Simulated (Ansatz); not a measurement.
`O=C/N=C\[SiH3]` + `[SiH3]CS` → `O=C[SiH2]CS` + `N=C[SiH3]`  (formal exchange of groups at a C–N bond)

Program: Ansatz. Geometries: PBE0-D4/def2-TZVP. ΔE: electronic, gas phase. CBS: MP2 limit from def2 TZ/QZ plus the TZ coupled-cluster correction, frozen cores. DFT in def2-TZVPP. B3LYP here is the variant with VWN-RPA as its local correlation; programs differ in this. One conformer a species, not always the lowest.

`O=C/N=C\[SiH3]`:

```xyz
10

O     1.041   -1.826    0.205
C    -0.053   -1.784   -0.292
N    -0.464   -0.814   -1.197
C    -0.361    0.421   -0.922
Si    0.219    1.196    0.721
H    -0.814   -2.568   -0.132
H    -0.626    1.105   -1.735
H    -0.511    2.485    0.850
H     1.673    1.472    0.636
H    -0.104    0.313    1.865
```

`[SiH3]CS`:

```xyz
9

Si    0.999   -0.029    0.409
C    -0.633   -0.551   -0.357
S    -1.514    0.865   -1.068
H     1.885    0.543   -0.635
H     1.674   -1.190    1.052
H     0.733    1.004    1.447
H    -0.440   -1.223   -1.197
H    -1.270   -1.089    0.348
H    -1.434    1.671    0.003
```

`O=C[SiH2]CS`:

Cartesian coordinates in Å:
```
O 0.601 1.002 -1.832
C 0.927 1.299 -0.708
Si 0.479 0.224 0.825
C -0.560 -1.231 0.281
S -2.107 -0.662 -0.482
H 1.532 2.224 -0.550
H -0.245 1.077 1.802
H 1.785 -0.188 1.420
H -0.022 -1.900 -0.393
H -0.857 -1.820 1.153
H -1.531 -0.026 -1.515
```

`N=C[SiH3]`:

Z-matrix (Å, degrees):
```
Si
C 1 1.889
H 1 1.488 2 108.9
H 1 1.481 2 109.8 3 -121.3
H 1 1.488 2 108.9 3 117.3
N 2 1.269 1 119.7 3 121.5
H 2 1.102 1 118.3 3 -58.6
H 6 1.023 2 111.5 1 180.0
```

```json
{"level": "PBE0-D4", "ΔE (kcal/mol)": "7.4", "difference from CCSD(T)/CBS": "2.1"}
{"level": "B3LYP-D4", "ΔE (kcal/mol)": "6.8", "difference from CCSD(T)/CBS": "1.5"}
{"level": "PBE", "ΔE (kcal/mol)": "7.6", "difference from CCSD(T)/CBS": "2.3"}
{"level": "B3LYP", "ΔE (kcal/mol)": "6.9", "difference from CCSD(T)/CBS": "1.6"}
{"level": "HF/def2-TZVPP", "ΔE (kcal/mol)": "7.3", "difference from CCSD(T)/CBS": "2.0"}
{"level": "MP2/def2-TZVPP", "ΔE (kcal/mol)": "6.8", "difference from CCSD(T)/CBS": "1.5"}
{"level": "SCS-MP2/def2-TZVPP", "ΔE (kcal/mol)": "6.3", "difference from CCSD(T)/CBS": "1.0"}
{"level": "CCSD/def2-TZVPP", "ΔE (kcal/mol)": "5.6", "difference from CCSD(T)/CBS": "0.3"}
{"level": "HF/CBS(def2)", "ΔE (kcal/mol)": "7.3", "difference from CCSD(T)/CBS": "2.0"}
{"level": "MP2/CBS(def2)", "ΔE (kcal/mol)": "6.2", "difference from CCSD(T)/CBS": "0.9"}
{"level": "CCSD(T)/CBS", "ΔE (kcal/mol)": "5.3", "difference from CCSD(T)/CBS": "0"}
```

Largest T1 diagnostic among the species: 0.017.
